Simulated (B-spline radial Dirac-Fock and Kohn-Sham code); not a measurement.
## Relativistic shifts of the levels of Ni²⁺

System: Ni²⁺ in the configuration 1s2 2s2 2p6 3s2 3p6 3d8.

Both columns are ΔSCF binding energies of the configuration average from a radial B-spline solver: non-relativistic Hartree-Fock with a point nucleus, and Dirac-Fock with a finite nucleus and the Coulomb interaction alone, averaged over the two j levels with weights 2j+1.

| shell | Hartree-Fock (eV) | Dirac-Fock (eV) | shift (eV) | shift (%) |
| --- | --- | --- | --- | --- |
| 1s | 8292.1 | 8382.0 | +89.82 | +1.08 |
| 2s | 1030.1 | 1049.5 | +19.43 | +1.89 |
| 2p | 893.1 | 897.2 | +4.03 | +0.45 |
| 3s | 147.3 | 150.5 | +3.17 | +2.15 |
| 3p | 104.1 | 104.9 | +0.76 | +0.73 |
| 3d | 34.78 | 34.49 | -0.28 | -0.82 |

Relativity binds 1s, 2s, 2p, 3s, 3p more strongly, among those listed most of all 3s in relative terms, and 3d more weakly, because the contracted s and p shells screen the nucleus better.

Values without a named source are computed, but for edge energies of neutral atoms, which are taken from tables.
